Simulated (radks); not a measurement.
Values are calculated unless marked as measured or tabulated.
Effect of the nuclear size on neutral ruthenium, [Kr] 4d7 5s1. Level of theory: Dirac Kohn-Sham, LDA (Slater exchange, Perdew-Wang correlation), spin-unpolarised, spherical densities, finite nucleus; open shells fill j = l - 1/2 first; Fermi nuclear charge, rms radius 4.4809 fm (a radial shooting solver on a logarithmic mesh with Libxc functionals). The rms radius is varied about that value; shifts are against it.

rms radius (fm)  total energy shift (eV)  density at nucleus (e/bohr^3)  1s1/2 shift (meV)  2s1/2 shift (meV)  3p1/2 shift (meV)  4s1/2 shift (meV)  4p1/2 shift (meV)  5s1/2 shift (meV)
3.8043                            -0.542                      1.117e+05               -229              -24.9              0.314             -0.794              0.058             -0.050
4.1359                            -0.286                      1.106e+05               -121              -13.2              0.166             -0.419              0.031             -0.027
4.4809                                 0                      1.096e+05              0.000              0.000              0.000              0.000              0.000              0.000
4.7094                             0.201                      1.089e+05               84.7               9.22             -0.116              0.294             -0.022              0.019
5.5429                              1.01                      1.069e+05                425               46.3             -0.582               1.48             -0.108              0.094

Slopes of the eigenvalues against <r^2> in GHz/fm^2, as finite differences over the two radii next to the reference (eigenvalue slopes, not the field-shift constants of lines): 1s1/2 9800, 2s1/2 1070, 3p1/2 -13.4, 4s1/2 34.0, 4p1/2 -2.49, 5s1/2 2.16.
